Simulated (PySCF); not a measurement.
# Dipole response of Br(2+) (bromine, charge +2)

[Ar] 3d10 4s2 4p3, high-spin 4S determinant. Computed with PySCF 2.14 in aug-cc-pV5Z-PP with ECP10MDF (8s7p6d4f3g2h, 136 functions), with a scalar-relativistic core potential. Coupled (time-dependent) response in atomic units; α is the mean over directions.

```json
{"method": "M06-2X", "mean α (bohr³)": "8.189", "C₆ (like pair)": "38.36", "S(−4)": "15.59"}
```

S(−4) is the Cauchy moment in α(ω) = α(0) + S(−4) ω² + …

α(iu) at M06-2X:

| u (hartree) | α(iu) (bohr³) |
| --- | --- |
| 0 | 8.189 |
| 0.0500 | 8.151 |
| 0.100 | 8.037 |
| 0.200 | 7.614 |
| 0.300 | 7.008 |
| 0.500 | 5.614 |
| 0.750 | 4.090 |
| 1.00 | 3.002 |
| 1.50 | 1.762 |
| 2.00 | 1.158 |
| 3.00 | 0.6278 |
| 5.00 | 0.2896 |

A single London oscillator, α(iu) = α/(1 + u²/ω²), gives C₆ = (3/4) ω α². Matching the computed C₆ needs ω = 4 × 38.36 / (3 × 8.189²) = 0.763 hartree.

For an ion, C₆ is the dispersion term alone; charge-induced terms of lower order in 1/R come first.

Energies and moments cover only the electrons outside the core potential.
